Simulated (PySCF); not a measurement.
BaF2, triplet, at the geometry of the source list (a higher spin typed on purpose: for a closed-shell molecule this is an excited state) (core potentials on Ba). Base run: PySCF with PBE0/def2-SVP.

PySCF was given this input:
```python
from pyscf import gto, scf, dft

mol = gto.M(
    atom='''
Ba   -0.000000   -0.000000   -0.000000
F    -0.264400    1.573900   -1.383100
F     0.264400   -1.573900    1.383100
''',
    basis='def2-svp',
    ecp={'Ba': 'def2-svp'},
    charge=0,
    spin=2,
    verbose=4,
)

mf = dft.UKS(mol)
mf.xc = 'pbe0'
mf.kernel()
```

Variants of this job, named by their change:

```
change                                                                            ΔE vs base (mEh)  SCF cycles  <S^2>        outcome
--------------------------------------------------------------------------------  ----------------  ----------  -----  -------------
base                                                                                         0.000           9  2.007      converged
conv_tol = 1e-4                                                                              0.000           5  2.007      converged
diis_space = 20                                                                              0.000           9  2.007      converged
level_shift = 0.3 (with mf.max_cycle = 100)                                                  0.000          21  2.007      converged
diis = off (with mf.max_cycle = 100)                                                             -         100      -  not converged
DIIS = EDIIS                                                                                     -          50      -  not converged
init_guess = vsap                                                                                -           -      -  input refused
init_guess = atom                                                                            0.000           8  2.007      converged
diis_space = 2                                                                               0.000          11  2.007      converged
diis = off; damp = 0.6 (with mf.diis_start_cycle = 200; with mf.max_cycle = 150)             0.000          24  2.007      converged
diis = off; damp = 0.3 (with mf.diis_start_cycle = 200; with mf.max_cycle = 150)             0.000          23  2.007      converged
init_guess = 1e                                                                              0.000          22  2.007      converged
init_guess = mod_huckel                                                                      0.000           8  2.007      converged
```

Open shells are given as the SCF converged; they aren't shown to be the lowest states, and a large step between rows can be another state.

- init_guess = vsap: ended with `AssertionError: ECP or PP not supported`
